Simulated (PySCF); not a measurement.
# SiSI2 at several levels of theory

All levels use the PBE0 minimum (singlet; Si–I 2.421 Å (×2), Si–S 1.943 Å; I–Si–I 109.0°, I–Si–S 125.5° (×2)), basis [Si def2-SVP, S def2-SVP, I def2-SVP with ECP28], scalar-relativistic core potentials, density fitting, no spin–orbit coupling, PySCF. For vertical energies the ionised species is a doublet (spins chosen at PBE0 and kept) and the electron-attached one a doublet. Atomisation goes to high-spin ground-configuration atoms, without zero-point energy. Open shells are unrestricted, also as the reference of the correlated levels. A dash marks a value that was not computed or is not defined at that level.

```csv
level,atomisation (kJ/mol),vertical IP (eV),vertical EA (eV),−ε(HOMO) (eV),gap (eV),dipole (D)
PBE0,981,9.24,0.90,7.39,4.78,2.26
HF,576,8.33,0.10,9.90,10.44,2.61
MP2,–,?,?,–,–,–
PBE,1023,8.89,0.81,6.20,2.91,2.11
CCSD(T),–,?,–,–,–,–
r2SCAN,–,9.15,–,6.55,3.33,2.25
```

Fill in the row of CCSD(T).

vertical IP (eV) 8.97.

Fill in the row of MP2.

vertical IP (eV) 9.19, vertical EA (eV) 0.25.

For SiSI₂ itself CCSD(T) correlates 44 electrons; T1 = 0.012, D1 = 0.062, (T) = -47 kJ/mol.

Without diffuse functions attachment energies tend to come out too low.
